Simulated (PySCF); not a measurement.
## Ta⁺ (tantalum, charge +1): UHF calculation

Configuration: [Xe] 4f14 5d4, high-spin 5D determinant (an excited configuration). Calculation: PySCF 2.14, in aug-cc-pVTZ-PP with ECP60MDF (6s6p5d3f2g, 88 functions); scalar relativity through the core potential.

```
Total energy                                                  : -56.475695 hartree
One-electron energy                                           : -92.7234 hartree
Hartree (Coulomb) energy                                      : 42.4063 hartree
Exchange energy                                               : -6.1586 hartree
⟨S²⟩                                                          : 6.0052
⟨L²⟩                                                          : 6.027
Sum of ⟨r⟩                                                    : 18.93 bohr
Sum of ⟨r²⟩                                                   : 36.76 bohr²
Traceless quadrupole moment −½Σ⟨3z² − r²⟩ along its main axis : -1.35 e·bohr²
```

| shell | electrons | mean orbital energy (eV) | spread (eV) | rms radius, mean of both spins (bohr) |
| --- | --- | --- | --- | --- |
| 5s α | 1 | -91.970 | 0 | 1.20 |
| 5s β | 1 | -88.650 | 0 | 1.20 |
| 5p α | 3 | -55.076 | 0.626 | 1.41 |
| 5p β | 3 | -49.666 | 1.099 | 1.41 |
| 5d α | 4 | -13.896 | 1.076 | 2.34 |

Energies and moments cover only the electrons outside the core potential. Spin-orbit coupling, absent here, splits the open shell strongly.
